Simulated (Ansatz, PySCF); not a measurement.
Zr(Cl)3(NH2) (Cl3H2NZr), SMILES [NH2][Zr]([Cl])([Cl])[Cl], multiplicity 1. Atoms are numbered in the order given.

```xyz
7

Zr     0.0213     0.0958    -0.1653
Cl    -0.2106     1.3585     1.8028
Cl     1.9786    -1.1861    -0.0488
Cl    -1.9464    -1.1106    -0.5655
N      0.2454     1.3512    -1.6905
H      1.1328     1.7294    -2.0199
H     -0.5118     1.7467    -2.2467
```

Geometry: PBE0-D3(BJ)/def2-SVP. The multiplicity is an assumed one; no other spin state was optimised. The structure was generated by enumeration; whether it is a known compound was not checked. The def2 effective core potentials stand for the cores of Zr; spin–orbit coupling is left out. The values are those of a single conformer.

Two levels are set side by side: PBE-D3(BJ)/def2-SVP (Ansatz, a quantum-chemistry and plane-wave program) and PBE0-D3(BJ)/def2-SVP (Ansatz). Each level has its own optimised geometry; the coordinates shown are those of the second. Frequencies come from the Hessian of PySCF at each geometry. Differences are taken from unrounded values.

| quantity | PBE0-D3(BJ) |
|---|---|
| mean bond length (Å) | 1.844 |
| bond Zr1–Cl2 (Å) | 2.350 |
| bond Zr1–Cl3 (Å) | 2.343 |
| bond Zr1–Cl4 (Å) | 2.342 |
| bond Zr1–N5 (Å) | 1.988 |
| bond N5–H6 (Å) | 1.019 |
| bond N5–H7 (Å) | 1.019 |
| highest harmonic wavenumber (cm⁻¹) | 3651 |
| mean harmonic wavenumber (cm⁻¹) | 812 |
| zero-point energy (kcal/mol) | 17.42 |

Task: What does PBE-D3(BJ) give, and how far is it from PBE0-D3(BJ)? (An estimate is asked for; the answer gives what the named calculation found.)

Result: 
```json
[
 {"quantity": "mean bond length (Å)", "PBE-D3(BJ)": "1.854", "PBE-D3(BJ) minus PBE0-D3(BJ)": "0.011"},
 {"quantity": "bond Zr1–Cl2 (Å)", "PBE-D3(BJ)": "2.361", "PBE-D3(BJ) minus PBE0-D3(BJ)": "0.011"},
 {"quantity": "bond Zr1–Cl3 (Å)", "PBE-D3(BJ)": "2.353", "PBE-D3(BJ) minus PBE0-D3(BJ)": "0.011"},
 {"quantity": "bond Zr1–Cl4 (Å)", "PBE-D3(BJ)": "2.353", "PBE-D3(BJ) minus PBE0-D3(BJ)": "0.011"},
 {"quantity": "bond Zr1–N5 (Å)", "PBE-D3(BJ)": "2.004", "PBE-D3(BJ) minus PBE0-D3(BJ)": "0.016"},
 {"quantity": "bond N5–H6 (Å)", "PBE-D3(BJ)": "1.028", "PBE-D3(BJ) minus PBE0-D3(BJ)": "0.009"},
 {"quantity": "bond N5–H7 (Å)", "PBE-D3(BJ)": "1.028", "PBE-D3(BJ) minus PBE0-D3(BJ)": "0.009"},
 {"quantity": "highest harmonic wavenumber (cm⁻¹)", "PBE-D3(BJ)": "3534", "PBE-D3(BJ) minus PBE0-D3(BJ)": "-117"},
 {"quantity": "mean harmonic wavenumber (cm⁻¹)", "PBE-D3(BJ)": "785", "PBE-D3(BJ) minus PBE0-D3(BJ)": "-27"},
 {"quantity": "zero-point energy (kcal/mol)", "PBE-D3(BJ)": "16.84", "PBE-D3(BJ) minus PBE0-D3(BJ)": "-0.58"}
]
```

Exact exchange shortens and stiffens bonds; PBE has none. Differences between two approximate levels are no errors against the true value.
